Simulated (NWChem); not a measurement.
System: BNH₂F₂; SMILES B(N)(F)F

```xyz
6

B      0.0000    -0.0387     0.0000
F      1.1398    -0.7229     0.0000
F     -1.1345    -0.7315     0.0000
N     -0.0050     1.3556     0.0000
H     -0.8585     1.8948     0.0000
H      0.8455     1.8996     0.0000
```
Atoms are numbered in this order, from 1.

Program: NWChem. Structure relaxed at the PBE0/def2-SVP level. Ions are spin-unrestricted doublets at the neutral geometry; other ion states weren't tried.

Task: Estimate the computed values for PBE/def2-SVP. Quantities: vertical ionisation energy, ΔSCF (eV); −ε(HOMO) (eV).

Result: 
```
Property                               Value
-------------------------------------  -----
vertical ionisation energy, ΔSCF (eV)  11.10
−ε(HOMO) (eV)                           6.76
```
